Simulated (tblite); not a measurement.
Parent: `[CH3:1][NH:2][CH2:3][CH:4]([SiH3:5])[SiH3:6]` with C1–N2–C3–C4 -170°, N2–C3–C4–Si5 39°, C3H13NSi2.

Computed geometry: GFN2-xTB, gas phase. One conformer each, not checked by frequencies here.

```csv
coordinate of the parent,value
C1–N2,1.448 Å
N2–C3,1.451 Å
C3–C4,1.521 Å
C4–Si5,1.912 Å
C4–Si6,1.896 Å
C1–N2–C3,114.4°
N2–C3–C4,107.6°
C3–C4–Si5,105.3°
C3–C4–Si6,112.1°
Si5–C4–Si6,116.1°
```

Q: How does the shared frame change in `[CH2:1]=[CH:2][N:3]([CH3:4])[CH2:5][CH:6]([SiH3:7])[SiH3:8]` with C1–C2–N3–C4 6°, C2–N3–C5–C6 -93°, N3–C5–C6–Si7 -177°, C5H15NSi2? Atoms pair as C1 = C4, N2 = N3, C3 = C5, C4 = C6, Si5 = Si8, Si6 = Si7 (parent first).

A: 
```tsv
parent	relative	value in the relative	change
C1–N2	C4–N3	1.439 Å	-0.009
N2–C3	N3–C5	1.440 Å	-0.011
C3–C4	C5–C6	1.537 Å	+0.016
C4–Si5	C6–Si8	1.908 Å	-0.004
C4–Si6	C6–Si7	1.905 Å	+0.009
C1–N2–C3	C4–N3–C5	117.2°	+2.8
N2–C3–C4	N3–C5–C6	115.2°	+7.6
C3–C4–Si5	C5–C6–Si8	112.6°	+7.3
C3–C4–Si6	C5–C6–Si7	109.9°	-2.2
Si5–C4–Si6	Si8–C6–Si7	112.9°	-3.2
```

Of the parent's bonds, C3–C4 changes most (+0.016 Å). Bonds of the relative outside the shared frame: C1=C2 1.331, C2–N3 1.371 Å. Point group C1 → C1.
